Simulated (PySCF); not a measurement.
Gas-phase reaction: Ge3H8 + 4 H → 3 GeH4

Method: PySCF energies plus ideal-gas RRHO corrections (1 bar). † marks an energy on the PBE0/def2-TZVP geometry and frequencies; other levels use their own. MP2 freezes the core. 6-31G* has spherical d functions here. Open shells (unrestricted): H (multiplicity 2); the rest are closed-shell singlets. Ge: all electrons, no relativistic terms. MP2 isn't extrapolated to the basis-set limit; its ΔH°(298 K) is -764.5 kJ in def2-SVP and -776.2 kJ in def2-TZVPP. The harmonic model lacks anharmonicity and excited electronic states, which grow with temperature; levels with a mode under 35 cm⁻¹ are left out. Internal rotation in Ge3H8 is treated as a harmonic vibration of one conformer, which makes the entropy rough.

| level | ΔE electronic, kJ | ΔH°(298 K), kJ | ΔS°(298 K), J/K | ΔG°(800 K), kJ |
|---|---|---|---|---|
| HF/6-31G* | -709 | -652 | -191 | -479 |
| HF/def2-TZVP† | -724 | -671 | -194 | -497 |
| M06-2X/def2-TZVP† | -870 | -817 | -194 | -643 |
| MP2/def2-TZVPP† | -829 | -776 | -194 | -602 |
| PBE/def2-SVP | -843 | -792 | -195 | -617 |
| PBE/def2-TZVP† | -844 | -791 | -194 | -617 |
| PBE0/def2-SVP† | -849 | -796 | -194 | -622 |
| PBE0/def2-TZVP | -848 | -795 | -194 | -621 |
| LDA/def2-TZVP† | -917 | -864 | -194 | -690 |
| ωB97X-V/def2-TZVP† | -882 | -829 | -194 | -655 |
ΔH° is lowest at LDA/def2-TZVP† and highest at HF/6-31G*. No reference value is set beside these.
